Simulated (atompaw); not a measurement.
## Ranking PAW (atompaw) potentials for O (Z = 8)

All share these settings but for the change named:

* Element: O (Z = 8)
* Generator: atompaw 4.2.0.5
* Type: PAW
* Functional: PBE
* Relativity: scalar-relativistic
* Frozen core: [He]
* Valence charge: 6
* Reference configuration: 2s2 2p3 (charge +1)
* Partial waves: 2s (bound); 2s channel at -0.4 Ry; 2p (bound); 2p channel at -1.4 Ry
* Local potential: bessel scheme, radius 1.90 bohr
* Core correction: smooth core density matched at 1.70 bohr
* Augmentation charge: besselshape compensation charge, radius 1.45 bohr; PAW radius 1.90 bohr; waves and projectors: bloechl

Cutoff: the first of the cutoffs (Ry, on a coarse ladder) from which the occupation-weighted sum of valence levels, in a spherical-Bessel basis at the reference potential, stays within 10 and 1 mRy of its value at 400 Ry; the density cutoff is not measured.

The base gives 30 Ry.

Of 6 variants that were run, those that failed, showed a ghost or another fault, or gave nearly equal values are left out.

(1) Rank these variants from softest to hardest (loose cutoff).
A. waves 2s (bound): rc 0.65 bohr; 2s channel at -0.4 Ry: rc 1.90 bohr; 2p (bound): rc 1.90 bohr; 2p channel at -1.4 Ry: rc 1.90 bohr; augmentation besselshape compensation charge, radius 1.45 bohr; PAW radius 1.90 bohr; waves and projectors: custom rrkj vanderbiltortho
B. functional PBEsol
C. local potential vpsmatchnc scheme with l = 2 at -0.5 Ry, radius 1.90 bohr

## Answers

(1) B (25 Ry), C (35 Ry), A (90 Ry).
